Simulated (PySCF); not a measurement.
H3OSb, SMILES [SbH2][OH].

Geometry optimised at PBE0-D3(BJ)/def2-TZVP. The def2 effective core potentials stand for the cores of Sb; spin–orbit coupling is left out.

The numbers are results of PBE0/def2-TZVPD (PySCF), not measurements.

Task: Estimate the frontier levels, gap, dipole moment and polarisability. (An estimate is asked for; the answer gives what the named calculation found.)

Result: 
```json
{
  "highest_occupied_level": "-7.44 eV",
  "lowest_empty_level": "-1.25 eV",
  "orbital_gap": "6.18 eV",
  "dipole_moment": "1.79 D",
  "quadrupole, principal values (traceless, Buckingham form, about the centre of nuclear charge)": "-5.84, 0.05, 5.78 D·Å",
  "mean_static_polarisability": "49.2 bohr³ (7.29 Å³)",
  "polarisability_principal_values": "47.7, 47.8, 52.1 bohr³"
}
```
